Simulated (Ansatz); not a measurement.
Geometry optimisation, RKS PBE-D4/def2-SVP (Ansatz 0.2.0).

The input (input.yaml):

```yaml
crystal:
  periodic: [false, false, false]
  atoms:
    - { symbol: B, position_ang: [0.0, 0.0, 0.0] }
    - { symbol: H, position_ang: [0.0, 0.0, 1.54] }
    - { symbol: F, position_ang: [1.1431, 0.0, -0.66] }
    - { symbol: F, position_ang: [-1.1431, 0.0, -0.66] }
    - { symbol: S, position_ang: [0.0915, -2.0763, 0.6906] }
    - { symbol: H, position_ang: [-0.666, -2.8867, -0.1635] }
    - { symbol: H, position_ang: [0.0385, -0.8742, 1.6662] }
basis:
  gaussian: { orbitals: def2-SVP }
hamiltonian:
  xc: pbe
  dispersion: d4
relax:
  f_tol: 0.15
  max_steps: 25
  restrain:
    - { distance: [0, 4], at: 1.89, k: 30.0 }
    - { distance: [6, 1], at: 0.66, k: 30.0 }
    - { distance: [0, 1], at: 2.39, k: 30.0 }
    - { distance: [6, 4], at: 2.6, k: 30.0 }
```

Command:

```bash
$ ansatz run input.yaml --threads 1 --pin off --max-ram 2048MiB --backend cpu --events-out ev --progress --plain --runs-dir out
```

Question: Where does it end, and by what steps?

Answer: The run converged. The restraints hold the end off the free minimum; the threshold counts their pulls, which the force column leaves out. Restrained pairs: B1–S5 (2.19 → 1.86 Å), H2–H7 (0.88 → 0.72 Å), B1–H2 (1.54 → 2.40 Å), S5–H7 (1.55 → 2.61 Å). After 7 steps the energy has fallen by 3.301 eV (the restraints' own energy left out); S5 moved furthest, 0.73 Å.

```csv
step,energy less start (eV),largest force component (eV/Å),accepted
0,0.0000,4.094,yes
1,-0.7795,5.438,yes
2,-1.7142,4.999,yes
3,-2.6942,3.405,yes
4,-3.0880,2.006,yes
5,-3.2992,1.535,yes
6,-3.2858,2.121,yes
7,-3.3012,1.945,yes
```

```xyz
7
Properties=species:S:1:pos:R:3
B 0.086 -0.577 -0.354
H -0.033 0.200 1.911
F 1.129 0.237 -0.451
F -1.125 -0.115 -0.645
S 0.372 -2.365 0.081
H -0.945 -2.694 -0.016
H -0.019 -0.522 1.886
```

The run took 14 s on 1 thread of Arm Neoverse V2, with other jobs on the host, peak memory 0.14 GiB.
